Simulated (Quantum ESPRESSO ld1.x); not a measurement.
The numbers below are computed, except where a source is named.
Species: Rb18+. Configuration: [Ar] 4s1 (not the ground configuration). Code: ld1.x of Quantum ESPRESSO 7.5. Model: Dirac Kohn-Sham, PBE, spin-unpolarised, spherical densities, point nucleus.

Normalised radial functions P(r) = r R(r) (large component), r in bohr:

```
   r/bohr * 2p3/2, o 3p1/2 (the largest magnitude, 2.48, reaches the edge; | marks zero, & curves that meet)
 0.002491                             &
 0.003167                             &
 0.004059                             &
 0.005159                             &
 0.006559                             o*
 0.008405                             |&
  0.01069                             |&
  0.01369                             |o*
  0.01741                             | o*
  0.02213                             |  o *
  0.02836                             |   o  *
  0.03605                             |    o    *
  0.04619                             |      o      *
  0.05872                             |        o        *
  0.07465                             |         o           *
  0.09566                             |         o               *
   0.1216                             |        o                 *
   0.1546                             |    o                   *
   0.1981                           o |                    *
   0.2519                    o        |             *
   0.3227             o               |       *
   0.4103           o                 |  *
   0.5216             o               |*
   0.6684                   o         *
   0.8497                        o    *
     1.08                            o*
    1.384                             &
     1.76                             &
    2.255                             &
    2.866                             &
```

2p3/2: eigenvalue -2461.7 eV, 0 radial nodes, <r> = 0.155 bohr, 90 % of the charge inside 0.252 bohr. 3p1/2: eigenvalue -815.04 eV, 1 radial node at r = 0.187 bohr, <r> = 0.444 bohr, 90 % of the charge inside 0.661 bohr.
